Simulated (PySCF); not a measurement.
Ti(Cl)3(NH2) (Cl₃H₂NTi), SMILES [NH2][Ti]([Cl])([Cl])[Cl], multiplicity 1.

Geometry optimised at B3LYP-D3(BJ)/def2-SVP. The multiplicity is an assumed one; no other spin state was optimised. The isomer is the one that the SMILES or the coordinates give; other isomers of the formula were not compared. The values are those of a single conformer.

Two levels are set side by side: PBE/def2-TZVP (PySCF) and HF/def2-TZVP (PySCF). Same geometry, gas phase. Differences are taken from unrounded values.

| quantity | HF | PBE | PBE minus HF |
|---|---|---|---|
| orbital gap (eV) | 12.82 | 3.01 | -9.82 |
| highest occupied level (eV) | -11.79 | -7.13 | 4.67 |
| lowest empty level (eV) | 1.03 | -4.12 | -5.15 |
| dipole moment (D) | 3.08 | 3.00 | -0.08 |
| mean polarisability (bohr³) | 72.6 | 85.0 | 12.4 |

Without exact exchange PBE keeps part of each electron's self-repulsion, which lifts occupied levels and narrows the gap. PBE's more diffuse valence density responds more strongly to a field. Differences between two approximate levels are no errors against the true value.

Rough cost on one machine, each run with all the roots and properties that it gave: HF against PBE about 1/3.
